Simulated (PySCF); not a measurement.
C3H7ClSi, SMILES C[SiH2]/C=C/Cl.

The structure is a stationary point at PBE0-D3(BJ)/def2-SVP. The structure was generated by enumeration; whether it is a known compound was not checked. Other conformers were not sampled.

Method: TDA-B3LYP/def2-SVPD in PySCF.

Vertical excitations. Gas-phase values at a fixed geometry.

Computed excitation energies, oscillator strengths and character:
```json
[
 {"state": "S1", "energy (eV)": "6.39", "λ (nm)": "194", "f": "0.487", "main pairs": "HOMO→LUMO 84 %"},
 {"state": "S2", "energy (eV)": "6.46", "λ (nm)": "192", "f": "0.002", "main pairs": "HOMO−1→LUMO 99 %"},
 {"state": "S3", "energy (eV)": "6.59", "λ (nm)": "188", "f": "0.003", "main pairs": "HOMO→LUMO+1 56 %, HOMO→LUMO+2 39 %"},
 {"state": "S4", "energy (eV)": "6.99", "λ (nm)": "177", "f": "0.003", "main pairs": "HOMO→LUMO+2 35 %, HOMO→LUMO+1 32 %, HOMO→LUMO+3 29 %"},
 {"state": "S5", "energy (eV)": "7.04", "λ (nm)": "176", "f": "0.003", "main pairs": "HOMO−3→LUMO 50 %, HOMO−4→LUMO 27 %, HOMO−2→LUMO 12 %"},
 {"state": "S6", "energy (eV)": "7.16", "λ (nm)": "173", "f": "0.005", "main pairs": "HOMO→LUMO+3 63 %, HOMO→LUMO+2 16 %"},
 {"state": "S7", "energy (eV)": "7.30", "λ (nm)": "170", "f": "0.009", "main pairs": "HOMO−2→LUMO 66 %, HOMO−3→LUMO 26 %"},
 {"state": "S8", "energy (eV)": "7.49", "λ (nm)": "166", "f": "0.001", "main pairs": "HOMO→LUMO+4 78 %, HOMO→LUMO+5 19 %"},
 {"state": "S9", "energy (eV)": "7.52", "λ (nm)": "165", "f": "0.005", "main pairs": "HOMO−4→LUMO 57 %, HOMO−2→LUMO 19 %, HOMO−3→LUMO 16 %"},
 {"state": "S10", "energy (eV)": "7.76", "λ (nm)": "160", "f": "0.008", "main pairs": "HOMO→LUMO+5 70 %, HOMO→LUMO+4 18 %"},
 {"state": "T1", "energy (eV)": "4.02", "λ (nm)": "309", "f": "0", "main pairs": "HOMO→LUMO 92 %"},
 {"state": "T2", "energy (eV)": "6.14", "λ (nm)": "202", "f": "0", "main pairs": "HOMO→LUMO+2 40 %, HOMO→LUMO+1 37 %, HOMO−1→LUMO 10 %"},
 {"state": "T3", "energy (eV)": "6.25", "λ (nm)": "198", "f": "0", "main pairs": "HOMO−1→LUMO 76 %"},
 {"state": "T4", "energy (eV)": "6.58", "λ (nm)": "188", "f": "0", "main pairs": "HOMO−3→LUMO 39 %, HOMO−4→LUMO 30 %, HOMO−2→LUMO 15 %, HOMO−1→LUMO 12 %"}
]
```
Triplets are in the Tamm–Dancoff approximation.
